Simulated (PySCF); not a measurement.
# InAs: from constants to spectrum

B97-3 constants of InAs, ³Σ⁻ (triplet), unpaired electrons π ↑↑ (PySCF, scalar-relativistic core potentials, basis sets In def2-SVP with ECP28, As def2-SVP; masses 114.9039 and 74.9216 u):

- ωe: 174.2 cm⁻¹
- ωexe: 0.396 cm⁻¹
- Be: 0.047687 cm⁻¹
- αe: 0.000161 cm⁻¹
- D (centrifugal): 1.43e-08 cm⁻¹
- De to In + As: 1.85 eV

**Question.** Give the vibrational terms G(v) and spacings up to v = 6.

**Answer.** G(v) = ωe(v+½) − ωexe(v+½)².

```
v  G(v) (cm⁻¹)  G(v) − G(v−1)  Bv (cm⁻¹)
0         87.0                   0.04761
1        260.4          173.4    0.04745
2        433.0          172.6    0.04728
3        604.8          171.8    0.04712
4        775.9          171.0    0.04696
5        946.1          170.2    0.04680
6       1115.6          169.4    0.04664
```

**Question.** How well does the Morse estimate ωe²/(4ωexe) reproduce De, and what is D0?

**Answer.** It gives 2.38 eV, 128 % of the computed De. D0 = De − G(0) = 1.85 − 0.01 = 1.84 eV.

Spin–orbit coupling is left out, which matters for elements this heavy, above all for dissociation energies. The state was picked by a PBE0 search and need not be the measured ground state.
